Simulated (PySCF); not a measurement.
# Structure elucidation problem

The spectra below were simulated for a compound C$_{3}$H$_{5}$F$_{5}$Si.

1H NMR (600 MHz, computed): δ 4.10 (t, 3H), 1.59 (m, 2H).

13C{1H} NMR (computed): δ 129.5 (C), 123.8 (C), 16.6 (CH2).

How the numbers were obtained: shielding tensors at PBE0/pcSseg-1 (GIAO), GFN2-xTB geometry, in PySCF (non-relativistic, one conformer, in vacuum, averaged over atoms made equivalent by symmetry, fast rotation or ring inversion).

Chemical shifts δ = σref − σ; 1H and 13C vs TMS, all at this level.

What is the structure?

Results:


- Rings plus π bonds: 0.
- 3 carbon signals for 3 carbons: no two carbons are equivalent.
- Carbon types of the structure: 2 × C, 1 × CH2, leaving 3 H on heteroatoms.
- δC 129.5: CF3 carbon; 3 electronegative neighbours deshield it.
- δC 123.8: fully substituted sp3 carbon bonded to 2 F; 2 electronegative neighbours deshield it.
- δC 16.6: sp3 CH2 bonded to Si.
- δH 4.10: hydrogen on a silicon bonded to C.
- δH 1.59: hydrogen on an sp3 CH2 bonded to Si.

These data were computed for SMILES FC(F)(F)C(F)(F)C[SiH3].

This is the structure that produced the data.

Splittings by 19F in the carbon and heteronuclear signals aren't shown, as no couplings were computed. Shifts are as computed. Against solution values, carbons near 30 ppm lie about +3 ppm off and those near 130 ppm about +5 ppm. Of 1211 compounds with measured shifts, 218 miss one by over three times the rms of a fit or turn the order of signals round; such compounds aren't used in these exercises. Multiplicities follow the n + 1 count of equivalent neighbours, as no J values were calculated; m marks all less simple cases, F and P coupling included.
